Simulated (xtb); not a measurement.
F₅Sb (SMILES [F][Sb]([F])([F])([F])[F]), singlet, at a GFN2-xTB geometry. Base run: GFN0-xTB run with xtb.

The xtb input:
```
$ xtb mol.xyz --gfn 0 --json

# file mol.xyz
6

Sb    -0.00538098    -0.01804812    -0.00232090
F      1.27108124    -0.77244999     1.17556001
F     -1.28766979     0.72948715    -1.17818027
F      0.23534493     1.68191679     0.82082326
F      1.08319346    -0.49526191    -1.49023129
F     -1.32250323    -1.22629968     0.65862935
```

Variants of this job, named by their change:

```
change        ΔE vs base (kJ/mol)  HOMO-LUMO gap (eV)
------------  -------------------  ------------------
base                         0.00                3.83
etemp = 1000                 0.00                3.83
etemp = 5000                  [?]                3.83
etemp = 10                   0.00                3.83
acc = 1000                   0.00                3.83
```

Complete the blanks.


- etemp = 5000, ΔE vs base (kJ/mol): -6.28
